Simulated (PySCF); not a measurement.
**Dipole response of Ag²⁺ (silver, charge +2)**

[Kr] 4d9, 2D determinant. Calculation: PySCF 2.14, in def2-TZVPPD with the def2 core potential (28 electrons); a scalar-relativistic core potential. Coupled (time-dependent) response in atomic units; α is the mean over directions.

```
method  mean α (bohr³)         α xx, yy, zz  C₆ (like pair)  S(−4)
   UHF           4.466  4.336, 4.336, 4.726           20.71  5.120
   PBE           5.078  4.944, 4.944, 5.344           23.33  8.294
  PBE0           4.862  4.730, 4.730, 5.126           22.47  6.999
  BLYP           5.136  5.005, 5.005, 5.398           23.42  8.817
  MN15           4.922  4.810, 4.810, 5.146           22.56  7.092
```

S(−4) is the Cauchy moment in α(ω) = α(0) + S(−4) ω² + …

Spin-orbit coupling is absent.

α(iu) at BLYP:

```
u (hartree)  α(iu) (bohr³)
          0          5.136
     0.0500          5.114
      0.100          5.050
      0.200          4.822
      0.300          4.515
      0.500          3.879
      0.750          3.248
       1.00          2.788
       1.50          2.143
       2.00          1.684
       3.00          1.075
       5.00         0.5087
```

A single London oscillator, α(iu) = α/(1 + u²/ω²), gives C₆ = (3/4) ω α². Matching the computed C₆ needs ω = 4 × 23.42 / (3 × 5.136²) = 1.18 hartree.

For an ion, C₆ is the dispersion term alone; charge-induced terms of lower order in 1/R come first.

The components differ because the open shell of this determinant is not spherical; for a pure term their mean is the scalar polarisability.

Energies and moments cover only the electrons outside the core potential.
